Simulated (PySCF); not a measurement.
Order these species by their calculated properties.

Each SMILES stands for a single optimised conformer of the isolated species, non-relativistic unless stated; the electronic structure was computed with PySCF and density fitting.

Dipoles, sizes and rotational constants follow the conformer. The torsions of the flexible species, by atom-mapped SMILES:
- `[SiH3:1][CH2:2][c:3]1[cH:4][n:5]2[cH:6][cH:7][cH:8][cH:9][c:10]2[n:11]1`: Si1–C2–C3–C4 -93°
- `[CH2:1]=[C:2]([CH3:3])[C@H:4]([O:5][CH2:6][F:7])[CH:8]([F:9])[F:10]`: C1–C2–C4–O5 -122°, C2–C4–O5–C6 71°, C4–O5–C6–F7 69°, C2–C4–C8–F9 -161°
- `[CH3:1][CH2:2][CH2:3][P:4]([CH2:5][C:6]#[N:7])[C:8]([F:9])([F:10])[F:11]`: C1–C2–C3–P4 58°, C2–C3–P4–C5 172°, C3–P4–C5–C6 70°, C3–P4–C8–F9 161°
- `[CH3:1][CH2:2][CH2:3][CH2:4][PH:5][CH2:6][CH3:7]`: C1–C2–C3–C4 180°, C2–C3–C4–P5 -176°, C3–C4–P5–C6 -79°, C4–P5–C6–C7 -164°
- `[CH:1]#[C:2][CH2:3][PH+:4]1[CH:5]=[CH:6][CH2:7][CH:8]=[CH:9]1`: C2–C3–P4–C5 -61°
- `[CH2:1]=[CH:2][CH2:3][C@H:4]([F:5])[SiH2:6][N:7]([CH3:8])[CH3:9]`: C1–C2–C3–C4 -117°, C2–C3–C4–F5 -64°, C3–C4–Si6–N7 -164°, C4–Si6–N7–C8 -42°
- `[CH2:1]=[C:2]([F:3])[SiH2:4][Si:5]([SiH3:6])([SiH3:7])[SiH3:8]`: C1–C2–Si4–Si5 -119°, C2–Si4–Si5–Si6 55°
- `[CH3:1][CH:2]([CH3:3])[n:4]1[n:5][cH:6][c:7]([C:8]([F:9])([F:10])[F:11])[n:12]1`: C1–C2–N4–N5 -119°, C6–C7–C8–F9 120°

Question: Rank by HOMO energy, highest first (PBE0/pcSseg-1 at GFN2-xTB geometries).
A. `CCCCPCC`
B. `CCCP(CC#N)C(F)(F)F`
C. `[SiH3]Cc1cn2ccccc2n1`
D. `C#CC[PH+]1C=CCC=C1`
E. `C=C(C)[C@H](OCF)C(F)F`

Answer: C (-6.11 eV), A (-6.74 eV), E (-7.91 eV), B (-8.03 eV), D (-11.88 eV).

Q: By how much do the two ends of that ranking differ?

A: By 5.77 eV, between `[SiH3]Cc1cn2ccccc2n1` and `C#CC[PH+]1C=CCC=C1`.

Question: Rank by smallest rotational constant, lowest first (GFN2-xTB).
A. `CCCCPCC`
B. `C=CC[C@H](F)[SiH2]N(C)C`
C. `C=C(C)[C@H](OCF)C(F)F`
D. `c1(nc2n(cccc2)c1)C[SiH3]`
E. `N#Cc1ccncn1`

Answer: D (0.483 GHz), B (0.549 GHz), A (0.694 GHz), C (0.759 GHz), E (1.289 GHz).

Question: Rank by HOMO–LUMO gap, lowest first (PBE0/pcSseg-1 at GFN2-xTB geometries).
A. `c1(C#N)ncncc1`
B. `[SiH3]Cc1cn2ccccc2n1`
C. `C=C(F)[SiH2][Si]([SiH3])([SiH3])[SiH3]`
D. `C(CCC)PCC`
E. `CC(C)n1ncc(C(F)(F)F)n1`
F. `C=CC[C@H](F)[SiH2]N(C)C`

Answer: B (5.12 eV), A (5.60 eV), F (6.68 eV), C (6.97 eV), E (7.61 eV), D (7.72 eV).

Q: By how much do the two ends of that ranking differ?

A: By 2.60 eV, between `CCCCPCC` and `[SiH3]Cc1cn2ccccc2n1`.

Question: Rank by dipole moment, lowest first (PBE0/pcSseg-1 at GFN2-xTB geometries).
A. `C=CC[C@@H]([SiH2]N(C)C)F`
B. `C=C(C)[C@H](OCF)C(F)F`
C. `CCCP(CC#N)C(F)(F)F`
D. `[Si]([SiH3])([SiH3])([SiH2]C(=C)F)[SiH3]`
E. `N#Cc1ccncn1`
F. `[SiH3]Cc1nc2ccccn2c1`

Answer: D (1.23 D), A (1.47 D), C (2.21 D), F (3.00 D), B (3.25 D), E (3.48 D).

Q: By how much do the two ends of that ranking differ?

A: By 2.25 D, between `N#Cc1ccncn1` and `C=C(F)[SiH2][Si]([SiH3])([SiH3])[SiH3]`.
